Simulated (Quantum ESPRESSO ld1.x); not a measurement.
The numbers below are computed, except where a source is named.
Species: the rhodium ion Rh24+. Configuration: [Ar] 3d3 (the NIST ground configuration). Level of theory: Dirac Kohn-Sham, LDA (Slater exchange, Perdew-Zunger correlation), spin-unpolarised, spherical densities, point nucleus; open shells are shared between the two j in proportion to 2j + 1 (ld1.x of Quantum ESPRESSO 7.5). Some entries of the table are withheld. Estimate them.

orbital  occ.  eigenvalue (Ry)  <r^2> (bohr^2)  <1/r> (bohr^-1)
1s1/2       2              (1)        0.001441            47.00
2s1/2       2         -316.796         0.02342            10.84
2p1/2       2              (2)         0.01754            10.81
2p3/2       4              (3)         0.01884            10.22
3s1/2       2         -105.256          0.1501            4.081
3p1/2       2         -98.6857          0.1417            4.013
3p3/2       4         -96.4249          0.1482            3.868
3d3/2     1.2         -85.7108          0.1192            3.740
3d5/2     1.8         -85.2180          0.1210            3.703

Answer. 
(1) 1s1/2 eigenvalue (Ry): -1763.01
(2) 2p1/2 eigenvalue (Ry): -299.217
(3) 2p3/2 eigenvalue (Ry): -288.509
